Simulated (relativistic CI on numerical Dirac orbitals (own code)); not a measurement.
What each ingredient does to the levels of Ru XXVII

Base calculation: Dirac-Coulomb-Breit CI, KLI orbitals optimised for each configuration, model QED (radiative potential, 1s self-energy scaled to tabulated hydrogen-like ionisation energies), unscaled Slater integrals.

Configuration list (outside the closed core [Ne]): 3s²3p⁶, 3s²3p⁵3d, 3s3p⁶3d, 3s²3p⁵4s, 3s²3p⁵4p, 3s²3p⁵4d, 3s3p⁶4s, 3p⁶3d4p, 3s²3p⁵4f, 3s3p⁶4p, 3s3p⁶4d, 3s3p⁶4f, 3s²3p⁵5s, 3s²3p⁵5p, 3s²3p⁵5d, 3s²3p⁵5f, 3s²3p⁵5g, 3s3p⁶5s, 3s3p⁶5p, 3s3p⁶5d, 3s²3p⁵6s, 3s²3p⁵6p, 3p⁶3d², 3p⁵3d³, 3p⁵3d²4s, 3p⁵3d²4p, 3p⁵3d²4d, 3p⁶3d4s, 3p⁵3d4s², 3p⁵3d4s4p, 3p⁵3d4s4d. Double excitations out of closed p, d and f shells are left out; levels of such configurations are missing from the list, as are those of other unlisted configurations, and high levels can miss mixing partners. These lack a partner that the ground configuration has and come out too high: 3s²3p⁵4f, 3s²3p⁵5s, 3s²3p⁵5p, 3s²3p⁵5d, 3s²3p⁵5f.

The lowest level and the first level of each name with at least 55 % of one term (blank where a level has no safe partner in the second run):

```
        Level  Base (eV)  Shift (eV)
   3s²3p⁶ ¹S0      0.000       0.000
3s²3p⁵3d ³P°0    118.106      -0.057
3s²3p⁵3d ³P°1    121.205      -0.058
3s²3p⁵3d ³F°3    126.349      +0.019
3s²3p⁵3d ³F°4    128.792      +0.057
3s²3p⁵3d ³D°3    137.835      -0.065
3s²3p⁵3d ³D°1    146.450      -0.069
3s²3p⁵3d ³F°2    154.002      +0.007
3s²3p⁵3d ¹P°1    184.845      -0.017
  3s3p⁶3d ³D1    254.584      +0.091
  3s3p⁶3d ³D2    256.286      +0.091
  3s3p⁶3d ³D3    260.575      +0.089
  3s3p⁶3d ¹D2    270.094      +0.133
   3p⁶3d² ³F2    517.591      -0.269
```

At this charge energies of transitions that change n are usually good to better than 1 %, and those within a shell (Δn = 0) to a few per cent.

(1) One thing was changed in a second run, which moved the levels as shown. Which?
A. Breit term removed
B. QED terms removed
C. configuration mixing switched off

Results:

(1) C. Configuration mixing switched off. Without mixing, levels that were pushed by configurations of the same parity and J return to their single-configuration places.

LS names give the leading component of a level, which can be under half, so a name can repeat, a term be missing and a line seem to break the LS rules.
